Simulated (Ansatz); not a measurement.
Cl2Si, SMILES `Cl[Si]Cl` (lower singlet) (charge 0, multiplicity 1). This singlet lies 2.33 eV below the relaxed triplet at the level composite: frozen-core CCSD(T) with HF/cc-pVQZ and the correlation energy extrapolated as X^-3 from cc-pVTZ and cc-pVQZ, plus CCSDT(Q) minus CCSD(T) in cc-pVDZ // PBE0-D3(BJ)/def2-TZVP (Ansatz, an electronic-structure program).

Cartesian coordinates (Å):
```xyz
3

Cl    -1.6059    -0.4418     0.0000
Si    -0.0015     0.8780     0.0000
Cl     1.6074    -0.4362     0.0000
```
Charge 0, spin multiplicity 1.

The restricted HF start is unstable towards unrestricted orbitals.

**Question.** Give the natural occupations of the active orbitals, the CASSCF energy and the corrected energy for Ansatz with frozen-core fic-MRCISD+Q@CASSCF(2e,2o)/cc-pVTZ // PBE0-D3(BJ)/def2-TZVP.

**Answer.** 
The natural occupations comes out as 1.92, 0.08 and the CASSCF energy is -1208.0763 Ha. The corrected energy is -1208.5689 Ha and the weight of the reference is 0.868.
